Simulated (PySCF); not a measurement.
## Cu²⁶⁺: ionisation energy

Cu²⁶⁺ [He] 2s1 (2S) → Cu²⁷⁺ 1s2 (1S), as a difference of total energies. All numbers are calculated (PySCF 2.14, scalar relativity by spin-free X2C-1e, in an even-tempered Gaussian basis (19 s from 7 bohr⁻², ratio 2.2; 8 p from 11 bohr⁻², ratio 2.4; 5 d from 33 bohr⁻², ratio 2.4; 5 f from 49 bohr⁻², ratio 2.4; 4 g from 74 bohr⁻², ratio 2.4)). Correlated levels: nothing frozen; virtual orbitals above 40 to 60 times the deepest correlated orbital energy dropped. The calculations carry no spin-orbit coupling.

```
                 method  ionisation energy (eV)
                    UHF                  2587.9
                    LDA                  2584.7
                    PBE                  2590.4
                   PBE0                  2589.8
                 r2SCAN                  2586.5
                    M06                  2585.3
                  TPSSh                  2589.7
    MP2 (all electrons)                  2588.0
SCS-MP2 (all electrons)                  2588.0
```

For comparison: 2587.0 eV (theoretical estimate listed by NIST; NIST Atomic Spectra Database, ionization energies).
